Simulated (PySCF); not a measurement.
Geometry:
```
atom   x (Å)   y (Å)   z (Å)
 Si1   1.658   0.296  -1.085
  F2   2.558   1.411  -0.372
  F3   0.737   1.024  -2.178
  F4   2.632  -0.726  -1.838
 Si5   0.255  -0.772   0.446
  F6   1.017  -0.856   1.867
  F7  -0.009  -2.272  -0.091
 Si8  -1.817   0.253   0.773
  F9  -1.590   1.775   1.222
 F10  -2.639   0.256  -0.601
 F11  -2.706  -0.474   1.887
```

Relativity neglected, rapidly exchanging positions averaged, no solvent model, a single conformation. Coordinates at the PBE0-D3(BJ)/def2-SVP level; GIAO KT2/pcSseg-1 shieldings; PySCF 2.14.

Referencing at the same level of theory: TMS for ²⁹Si; ¹⁹F vs CFCl3.

| atoms | nucleus | count | δ (ppm) |
| --- | --- | --- | --- |
| Si1/Si8 | ²⁹Si | 2 | -59.7 |
| Si5 | ²⁹Si | 1 | ? |
| F6/F7 | ¹⁹F | 2 | -168.1 |
| F2/F3/F4/F9/F10/F11 | ¹⁹F | 6 | ? |

Question: Fill in the missing shifts.

Answer: 
- Si5: 3.2 ppm, silicon bonded to 2 F, 2 Si
- F2/F3/F4/F9/F10/F11: -143.2 ppm, fluorine bonded to Si

Unscaled 19F shifts against computed CFCl3 carry errors that often reach 10 to 50 ppm.
